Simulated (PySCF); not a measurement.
Species: CH₈NP₂Si (doublet state).
Structure used (GFN2-xTB), in Å, numbered top down from 1:
```
atom  x, y, z in Å
C1    -0.9577   -2.0677   -0.2995
N2    -1.0820   -0.7116   -0.2834
Si3   -0.0006    0.4161    0.4668
P4    -0.8806    2.3919   -0.1285
P5     2.1069    0.0364   -0.2934
H6    -0.1326   -2.5063    0.2210
H7    -1.6087   -2.6621   -0.9049
H8    -1.8581   -0.3596   -0.8254
H9    -0.0748    0.2087    1.9302
H10   -0.7238    2.9676    1.1160
H11    0.3088    2.9286   -0.5849
H12    2.7392    0.5937    0.8073
H13    2.1595   -1.2353    0.2467
```

The hyperfine couplings belong to this conformer and change with its torsions.

The species is `[CH2]N[SiH](P)P` [radical].

The calculation used UKS B3LYP, pcH-1 on C H N P Si, non-relativistic, mean-field spin-orbit, GIAO (PySCF). Geometry: GFN2-xTB, one conformer, isolated molecule. GFN2-xTB frequencies show an imaginary mode (40i cm⁻¹), so this geometry is no minimum at that level. A GFN2-xTB geometry isn't a minimum of the functional, and hyperfine couplings can be far from their values at a DFT geometry. Stability of the SCF solution: not tested.

**Question.** Break the g tensor into its mass correction, gauge correction and orbital-Zeeman/spin–orbit terms.

**Answer.** 
| Δg (ppm) | 1 | 2 | 3 |
| --- | --- | --- | --- |
| relativistic mass correction | -158 | -158 | -158 |
| gauge correction | 1 | 26 | 26 |
| orbital Zeeman/spin–orbit | 217 | 740 | 1308 |
| total | 60 | 609 | 1176 |

So g = 2.00238, 2.00293, 2.00350 and g_iso = 2.00293; the tensor is rhombic: the two nearest values differ by 49 % of g3 − g1. Axes: g2 points within 12° of the C1–N2 bond.

**Question.** What are the electron Larmor frequencies g μB B/h along the three axes at 1200 mT?

**Answer.** 33.6310, 33.6402, 33.6497 GHz for g1, g2 and g3, a range of 18.7 MHz.

**Question.** What effective moment and Curie constant follow for a powder?

**Answer.** With the mean of g² = 4.0117 and S(S+1) = 0.75: μ_eff = √(⟨g²⟩S(S+1)) = 1.735 μB and χT = 0.12505·⟨g²⟩·S(S+1) = 0.376 cm³ K/mol (cgs; spin-Hamiltonian part alone).

**Question.** In a frozen sample, at which fields do the three g values resonate at 9.5, 34, 94 and 263 GHz (hyperfine left aside), and which band first spreads them over more than twice a line width of 1.0 mT?

**Answer.** 
| band | GHz | B(g3) mT | B(g2) mT | B(g1) mT | spread mT |
| --- | --- | --- | --- | --- | --- |
| X | 9.5 | 338.78 | 338.88 | 338.97 | 0.19 |
| Q | 34.0 | 1212.49 | 1212.84 | 1213.17 | 0.68 |
| W | 94.0 | 3352.18 | 3353.13 | 3354.05 | 1.87 |
| J | 263.0 | 9378.98 | 9381.64 | 9384.21 | 5.23 |

The spread grows in proportion to the frequency. J band is the first where it exceeds 2.0 mT.

The largest Mulliken spin populations are on C1 (+0.88) and N2 (+0.13). No atom but C1 exceeds +0.15. The angles at C1 add up to 359.7°, so it is planar; its axial dipolar tensor and the negative couplings of its protons fit spin in a p orbital normal to that plane.

The HOMO–LUMO gaps are 3.77 eV among the α and 6.20 eV among the β orbitals.
